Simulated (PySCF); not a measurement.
One of the candidates below gave these computed data.

| technique | computed result |
| --- | --- |
| Polarisability | 89.6 au [CAM-B3LYP/def2-SVPD] |
| UV, strongest line | among the 8 lowest singlet transitions: S6 at 6.94 eV (179 nm, f = 0.562) [TDDFT CAM-B3LYP/def2-SVPD] |
| Dipole | 4.66 D [CAM-B3LYP/def2-SVPD] |
| Rotational structure | rotational constants A, B, C: 3.839, 0.787, 0.653 GHz [GFN2-xTB] |
| UV, first state | lowest singlet excitation: 5.13 eV (242 nm, f = 0.001) [TDDFT CAM-B3LYP/def2-SVPD] |
| Triplet | lowest triplet excitation (Tamm–Dancoff): 3.59 eV [TDA CAM-B3LYP/def2-SVPD] |

Gas-phase values; electronic properties from PySCF, density fitting. Levels stand in brackets. Isolated species at its GFN2-xTB geometry (one conformer only).

Problem. Which candidate is it?
A. `C#CC1=COC(CF)=CO1`
B. `O=C(O)c1cccc(F)c1`
C. `O=C(F)c1ccc(O)cc1`

Solution. C. It is `O=C(F)c1ccc(O)cc1`. Numbering: `[O:1]=[C:2]([F:3])[c:4]1[cH:5][cH:6][c:7]([OH:8])[cH:9][cH:10]1`. Its formula, C7H5FO2, gives 5 degrees of unsaturation: 1 ring and 4 π bonds in the structure found (Kekulé form). The optimised geometry has point group Cs and is an asymmetric top.

The others, at the same levels:
- `C#CC1=COC(CF)=CO1` fails: its computed lowest singlet excitation is 3.92 eV (316 nm, f = 0.018) (against 5.13 eV), lowest triplet excitation (Tamm–Dancoff) is 2.76 eV (against 3.59 eV) and strongest line among the 8 lowest singlet transitions is S5 at 6.08 eV (204 nm, f = 0.128) (against S6 at 6.94 eV).
- `O=C(O)c1cccc(F)c1` fails: its computed lowest triplet excitation (Tamm–Dancoff) is 3.82 eV (against 3.59 eV), static isotropic polarisability is 86.7 au (against 89.6 au) and rotational constant A is 2.659 GHz (against 3.839 GHz).

Each candidate is one conformer, not necessarily the lowest. Dipoles, sizes and rotational constants follow the conformer. The torsions of the flexible species, by atom-mapped SMILES:
- `[O:1]=[C:2]([F:3])[c:4]1[cH:5][cH:6][c:7]([OH:8])[cH:9][cH:10]1`: O1–C2–C4–C5 179°, H–O8–C7–C6 180°
- `[CH:1]#[C:2][C:3]1=[CH:4][O:5][C:6]([CH2:7][F:8])=[CH:9][O:10]1`: O5–C6–C7–F8 180°
- `[O:1]=[C:2]([OH:3])[c:4]1[cH:5][cH:6][cH:7][c:8]([F:9])[cH:10]1`: O1–C2–C4–C5 0°, H–O3–C2–O1 0°
